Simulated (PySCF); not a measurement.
Excitation energy of O²⁺ by level of theory

O²⁺ [He] 2s2 2p2 (3P) → O²⁺ [He] 2s1 2p2 3s1 (5P), as a difference of total energies. Calculation: PySCF 2.14, in aug-cc-pVDZ-DK (4s3p2d, 23 functions); scalar relativity by spin-free X2C-1e. Correlated levels: valence: 1s2 frozen. The calculations carry no spin-orbit coupling.

| method | excitation energy (cm⁻¹) |
| --- | --- |
| UHF | 324350 |
| MP2 (valence) | 334310 |
| SCS-MP2 (valence) | 336870 |
| CCSD (valence) | 338380 |
| CCSD(T) (valence) | 338520 |
| CCSDT (valence) | 338550 |
| FCI (valence) | 338550 |

The promoted electron is Rydberg-like, and one or two diffuse shells describe it only roughly, which tends to raise the upper state.
